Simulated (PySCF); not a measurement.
A small calculation by hand: chemical shift, span and skew from a shielding tensor

C₅H₄F₂O, SMILES [C@H]1(C/C(C1=O)=C\F)F. Atoms are numbered in the order given.

```xyz
12

O     -0.8100     1.9017     0.6927
C     -0.5773     0.8292     0.2153
C      0.6455     0.0294    -0.0682
C      1.9324     0.3758    -0.0940
F      2.8948    -0.4652    -0.4196
C     -0.1687    -1.2096    -0.3565
C     -1.4429    -0.3309    -0.3260
F     -2.4724    -0.7564     0.4455
H      2.2895     1.3819     0.1473
H     -0.1663    -1.9213     0.4843
H      0.0396    -1.7489    -1.2911
H     -1.8181    -0.0943    -1.3385
```

The structure is a stationary point at PBE0-D3(BJ)/def2-SVP. The structure was generated by enumeration; whether it is a known compound was not checked.

GIAO shieldings from PySCF with B3LYP/pcSseg-1, non-relativistic, no solvent. The symmetric part of the tensor of C3 has the principal values -32.7, 75.8, 111.7 ppm. The same nucleus in TMS has σ = 181.3 ppm at this level (PySCF, at its B3LYP-D3(BJ)/def2-TZVP geometry).

Work out the isotropic shielding, the ¹³C shift against TMS, the span and the skew.


σ(iso) = (σ11 + σ22 + σ33)/3 = 51.6 ppm. δ = σ(ref) − σ(iso) = 181.3 − (51.6) = 129.7 ppm.
Span Ω = σ33 − σ11 = 144.4 ppm. Skew κ = 3(σ(iso) − σ22)/Ω = -0.50. Tumbling in solution averages the tensor to δ; in a static solid the shielding alone would spread this spin-1/2 line over Ω.
